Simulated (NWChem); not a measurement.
## Atomisation of CH₂N

SMILES: C=[N]
```xyz
4

C      0.0000     0.0000     0.5025
N      0.0000     0.0000    -0.7417
H     -0.9432     0.0000     1.0884
H      0.9432     0.0000     1.0884
```
Charge 0, spin multiplicity 2.

The numbers come from NWChem runs, not from measurements. All single points use one geometry, from UB3LYP/def2-SVP, a minimum by its harmonic frequencies.

Basis set: def2-TZVP. The atomisation energy is electronic alone: no zero-point, thermal, spin-orbit or counterpoise terms. No value is extrapolated to the basis-set limit. Free atoms are single determinants with multiplicities C 3, N 4, H 2.

B3LYP has NWChem's definition, with VWN1-RPA local correlation. The structure started from a generated list of species. The unpaired electrons of the parent sit in orbitals of symmetry b1 (C2v labels of the run); other states weren't searched. The stability of the SCF solutions was not checked.

Question: One of these methods gave an atomisation energy of 359.1 kcal/mol. Which?
(A) PBE
(B) LC-wPBE (omega 0.3 per bohr)
(C) B3LYP
(D) PBE0

Answer: A, PBE. The others give 350.8 (LC-wPBE (omega 0.3 per bohr)), 346.3 (PBE0), 347.9 (B3LYP).
